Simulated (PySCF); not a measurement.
SnCl₂, SMILES [Cl][Sn][Cl] (connectivity only; charge and spin as stated), neutral, multiplicity 1. Geometry optimised at PBE0-D3(BJ)/def2-TZVP. The isomer is the one that the SMILES or the coordinates give; other isomers of the formula were not compared. The def2 effective core potentials stand for the cores of Sn; spin–orbit coupling is left out.

Level of theory: PBE0-D3(BJ)/def2-TZVP in PySCF 2.14.0.

Harmonic wavenumbers (cm⁻¹): 121, 341, 358. Rotational constants (GHz): 4.773, 2.229, 1.519; symmetry number 2.

Problem. Work out the zero-point energy and the ideal-gas rigid-rotor harmonic-oscillator thermochemistry at 298.15 K and 1 atm.

Solution. ZPE = ½ Σ hcν = ½ × 820 cm⁻¹ = 1.17 kcal/mol. H − E(el) = 4.43 kcal/mol. Entropy in cal/(mol K): translation 41.63, rotation 26.01, vibration 5.43, total 73.07. G − E(el) = -17.35 kcal/mol. Cp = 13.03 cal/(mol K). Modes under 150 cm⁻¹ make the vibrational entropy uncertain.
